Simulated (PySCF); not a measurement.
Compound: C₅H₂F₃NS.
Structure used (GFN2-xTB), in Å, numbered top down from 1:
```xyz
12
C5H2F3NS angstrom
F     -2.2064    0.5259   -1.5852
C     -2.4090    0.2816   -0.3068
F     -3.6970    0.3359   -0.0116
C     -1.4405    0.0122    0.5788
F     -1.7989   -0.2191    1.8562
C     -0.0340   -0.0565    0.2910
N      0.4969    0.1288   -0.8734
C      1.8334    0.0012   -0.8375
C      2.3586   -0.2905    0.3874
S      1.1212   -0.4153    1.5642
H      2.3921    0.1299   -1.7459
H      3.3848   -0.4347    0.6568
```

Definitions: NICS(0) = −σiso at the ring centroid; NICS(1) = −σiso and NICS(1)zz = −σzz at ±1 Å along the ring normal z. Level: GIAO PBE0/pcSseg-1 (PySCF, non-relativistic, gas phase) on the GFN2-xTB geometry, one conformer.

Ring bond lengths (Å), with Mayer bond orders in brackets: C6–N7 1.293 (1.61), N7–C8 1.343 (1.32), C8–C9 1.364 (1.53), C9–S10 1.712 (1.18), S10–C6 1.756 (1.12).

Give the NICS values of each ring in ppm.

```json
{"ring": "C6–N7–C8–C9–S10", "type": "5-membered ring with N and S; formal bonds all aromatic", "NICS(0)": "-12.6", "NICS(1), two faces": "-11.6 / -11.6", "NICS(1)zz, two faces": "-27.4 / -27.4", "rms pucker (Å)": "0.00", "centre to ring atoms, mean (Å)": "1.26"}
```

What do they say, and how far can they be read as aromaticity?

- C6–N7–C8–C9–S10: mean NICS(1)zz -27.4 ppm, shielded. For a flat ring without four-coordinate atoms the NICS criterion counts such a value as aromatic.

How equal are the bonds by HOMA? Use HOMA with the parameters of Krygowski (1993).

- C6–N7–C8–C9–S10: HOMA 0.80; the largest term is that of S10–C6, α(R − Ropt)² = 0.59. The geometric and the magnetic index point the same way.

At the first NICS(1) probe listed for ring C6–N7–C8–C9–S10, 1 Å off the ring, what do the in-plane components average?

The isotropic value is a third of the trace: (3 × -11.6 − (-27.4))/2 = -3.7 ppm.

How shielded are the nuclei of the rings and their hydrogens (means over atoms taken as equivalent)?

| atoms | environment | σ isotropic (ppm) | principal values of the symmetric part, first atom (ppm) |
| --- | --- | --- | --- |
| C6 | substituted aromatic carbon | 24.4 | -34.6, 24.5, 83.2 |
| N7 | pyridine-type nitrogen | -79.3 | -387.2, -86.5, 235.7 |
| C8 | aromatic CH next to a ring nitrogen | 39.3 | -36.9, 43.9, 110.8 |
| C9 | aromatic CH next to a ring sulfur | 59.4 | -28.5, 64.0, 142.7 |
| S10 | thiophene-type sulfur | 231.2 | 13.2, 275.3, 404.9 |
| H11 | aromatic hydrogen | 23.67 | 19.9, 23.6, 27.5 |
| H12 | aromatic hydrogen | 24.43 | 21.7, 24.3, 27.3 |
